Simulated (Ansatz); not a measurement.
`C[O][Ga]([OH])[Br]` + H–F → `[OH][Ga]([F])[Br]` + CH₃OH at 500 K and 1 bar (ligand exchange at a Ga–O bond).

Isolated molecules relaxed with PBE0-D4/def2-TZVP in Ansatz; ΔE leaves out vibrations. CBS: MP2 limit from def2 TZ/QZ plus the TZ coupled-cluster correction, frozen cores. This one scheme is used for every species. For Br, Ga outer-core shells are correlated without core-valence functions, which leaves a few kJ/mol of doubt a bond. Scalar relativity is left out up to krypton. One conformer a species, not always the lowest.

```json
{"species": "`C[O][Ga]([OH])[Br]`", "CCSD(T)/CBS energy (Eh)": "-4688.17187", "H − E (kJ/mol)": "196.0", "S (J/(mol·K))": "448.6"}
{"species": "H–F", "CCSD(T)/CBS energy (Eh)": "-100.39570", "H − E (kJ/mol)": "39.4", "S (J/(mol·K))": "188.7"}
{"species": "`[OH][Ga]([F])[Br]`", "CCSD(T)/CBS energy (Eh)": "-4672.95707", "H − E (kJ/mol)": "78.8", "S (J/(mol·K))": "379.6"}
{"species": "CH₃OH", "CCSD(T)/CBS energy (Eh)": "-115.61712", "H − E (kJ/mol)": "157.0", "S (J/(mol·K))": "265.4"}
```

H − E and S are ideal-gas, rigid-rotor, harmonic terms from PBE0-D4/def2-TZVP, for one conformer and one mirror image of each species. 1 Eh = 2625.50 kJ/mol, R = 8.31446 J/(mol·K).

Task: By hand: ΔE, ΔH, ΔS and ΔG.

Result: ΔE = (-4672.95707) + (-115.61712) − (-4688.17187) − (-100.39570) = -0.00662 Eh = -17.4 kJ/mol. Δ(H − E) = 78.8 + 157.0 − 196.0 − 39.4 = 0.4, so ΔH = -17.0 kJ/mol. ΔS = 379.6 + 265.4 − 448.6 − 188.7 = 7.7 J/(mol·K). ΔG = -17.0 − 500 × (7.7)/1000 = -20.9 kJ/mol.

Task: By hand: the equilibrium constant, and the temperature at which ΔG would vanish if ΔH and ΔS stayed fixed.

Result: log₁₀ K = −ΔG/(RT ln 10) = 2.2. ΔH and −TΔS have one sign here, so there is no such temperature.

The number of gas molecules stays the same, so ΔS is small and ΔH decides. A doubt of 5 kJ/mol in ΔE shifts log₁₀ K by 0.5 here. Other conformers and mirror images would add mixing entropy, several J/(mol·K) or more a flexible species. These are equilibria of isolated gas molecules and say nothing of rates. Largest T1 diagnostic: 0.012 (customary marks: 0.02 for closed shells, 0.045 for open ones).

ΔS is within the doubt of such terms, so its sign, and with it that verdict, could turn.
